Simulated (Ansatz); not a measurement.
Geometry optimisation, Ansatz 0.2.0, RKS PBE-D4/6-31G.

The input (input.yaml):

```yaml
crystal:
  periodic: [false, false, false]
  atoms:
    - { symbol: O, position_ang: [-1.1782, -1.1833, -0.8314] }
    - { symbol: C, position_ang: [-0.6406, -0.7895, 0.3657] }
    - { symbol: O, position_ang: [-0.19678, 0.48733, 0.20385] }
    - { symbol: F, position_ang: [0.44283, -1.45794, 0.59589] }
    - { symbol: "N", position_ang: [-1.50126, -0.98029, 1.46421] }
    - { symbol: Si, position_ang: [-2.89173, -0.13121, 1.87412] }
    - { symbol: H, position_ang: [-0.4875, -0.9951, -1.4779] }
    - { symbol: H, position_ang: [0.73724, 0.40153, 0.1667] }
    - { symbol: H, position_ang: [-1.64931, -1.9812, 1.54962] }
    - { symbol: H, position_ang: [-3.52215, -0.81945, 3.00695] }
    - { symbol: H, position_ang: [-3.73212, -0.17696, 0.67772] }
    - { symbol: H, position_ang: [-2.53296, 1.28123, 2.24504] }
basis:
  gaussian: { orbitals: "6-31G" }
hamiltonian:
  xc: pbe
  dispersion: d4
relax:
  f_tol: 0.015
  max_steps: 40
```

Launched with:

```bash
$ ansatz run input.yaml --threads 1 --pin off --max-ram 2048MiB --backend cpu --events-out ev --progress --plain --runs-dir out
```

Q: Where does it end, and by what steps?

A: The forces met the threshold. Limits of this set-up: no polarisation functions. After 31 steps the energy has fallen by 1.719 eV; H11 moved furthest, 1.15 Å.

| step | energy less start (eV) | largest force component (eV/Å) | accepted |
| --- | --- | --- | --- |
| 0 | 0.0000 | 6.187 | yes |
| 2 | -1.4638 | 1.003 | yes |
| 4 | -1.5856 | 1.011 | yes |
| 6 | -1.6235 | 0.567 | no |
| 8 | -1.6548 | 0.119 | yes |
| 10 | -1.6575 | 0.062 | yes |
| 12 | -1.6579 | 0.027 | yes |
| 14 | -1.6581 | 0.031 | yes |
| 16 | -1.6589 | 0.121 | yes |
| 18 | -1.6633 | 0.143 | yes |
| 20 | -1.6743 | 0.301 | yes |
| 22 | -1.6994 | 0.126 | yes |
| 24 | -1.6760 | 0.501 | no |
| 26 | -1.7166 | 0.170 | yes |
| 28 | -1.7178 | 0.123 | no |
| 30 | -1.7189 | 0.020 | yes |
| 31 | -1.7190 | 0.013 | yes |

```xyz
12
Properties=species:S:1:pos:R:3
O -0.659 -1.770 -0.853
C -0.779 -0.858 0.214
O -0.931 0.517 -0.137
F 0.595 -0.877 0.874
N -1.821 -1.220 1.039
Si -2.736 -0.007 2.018
H 0.252 -1.707 -1.231
H -0.037 0.940 -0.132
H -2.018 -2.216 1.090
H -3.555 -0.868 2.956
H -3.666 0.849 1.191
H -1.799 0.871 2.814
```

Whether the end is a true minimum wasn't checked by a vibrational analysis.

Time of the run: 7.1 min on 1 CPU thread of a shared host.
